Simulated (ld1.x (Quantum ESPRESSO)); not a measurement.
# Cutoff test, V, RRKJ

```json
{"Element": "vanadium (V)", "Generator": "ld1.x (Quantum ESPRESSO) 7.5", "Type": "norm-conserving RRKJ (Kleinman–Bylander form)", "Functional": "PBE", "Relativity": "scalar-relativistic", "Frozen core": "[Ne]", "Valence charge": "13", "Reference configuration": "3s2 3p6 3d3 4s2 4p0", "Partial waves": "3p (bound): rc 1.55 bohr; 3d (bound): rc 1.65 bohr; 3s (bound): rc 1.40 bohr", "Local potential": "the s channel", "Core correction": "none", "rho0": "0.01"}
```

Occupied shells without a wave of their own: 4s. They enter only through the test configuration that unscreens the potential.

The pseudo-atom Hamiltonian at the reference potential is diagonalised in spherical Bessel functions j_l(qr) that vanish at 20 bohr, with q² up to the cutoff. All-electron valence levels (Ry): 3p -3.2370, 4p -0.1061, 3d -0.3796, 3s -5.1622, 4s -0.3456.

Problem. How do the lowest levels (Ry) of each channel move with the cutoff, and are there ghosts?

Solution.

```csv
cutoff (Ry),p #1,p #2,p #3,d #1,s #1,s #2,f #1,f #2,Σ f·Δε (mRy)
8,-1.7456,-0.0432,0.0640,0.0419,-4.9527,-0.3278,0.1065,0.2253,10731.6
18,-2.9002,-0.0882,0.0487,0.0247,-5.0846,-0.3740,0.1065,0.2253,3395.9
30,-3.2020,-0.1063,0.0445,-0.1009,-5.1303,-0.3748,0.1065,0.2253,1115.8
50,-3.2369,-0.1099,0.0437,-0.3651,-5.1591,-0.3774,0.1065,0.2253,51.2
70,-3.2370,-0.1100,0.0436,-0.3794,-5.1603,-0.3775,0.1065,0.2253,4.8
110,-3.2370,-0.1100,0.0436,-0.3796,-5.1621,-0.3777,0.1065,0.2253,0.2
400,-3.2370,-0.1100,0.0436,-0.3796,-5.1622,-0.3777,0.1065,0.2253,0.0
```

Result: no extra level below or beside the all-electron valence levels (p, d, s, f tested); 10 mRy is reached at 70 Ry and 1 mRy at 90 Ry.

The potential misses its own reference levels by up to 0.4 eV. Its largest configuration-test error is -2903 meV.
